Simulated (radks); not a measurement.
Results of a calculation; reference values are marked as such.
Q: Ionisation of neutral xenon, [Xe], to Xe+, [Kr] 4d10 5s2 5p5, under several functionals. Scalar-relativistic Kohn-Sham, spin-polarised, spherical densities, point nucleus; open shells are filled with parallel spins first (spin-orbit coupling, left out, can overturn this in heavy ions); a radial shooting solver on a logarithmic mesh with Libxc functionals. The NIST Atomic Spectra Database gives 12.130 eV (measured). Rank these functionals by the error of their Delta-SCF ionisation energy: SOGGA; BP86; LDA (Slater exchange, VWN5 correlation); revPBE; PBEsol; OLYP; XLYP.

A: From best to worst: XLYP 12.215 eV (+0.085); OLYP 12.241 eV (+0.111); SOGGA 12.295 eV (+0.165); revPBE 12.314 eV (+0.185); PBEsol 12.379 eV (+0.249); BP86 12.476 eV (+0.346); LDA (Slater exchange, VWN5 correlation) 12.549 eV (+0.419). Open shells are spherical and high-spin; term and fine-structure splittings are not resolved. Spin-orbit splitting is averaged out at the scalar-relativistic level.
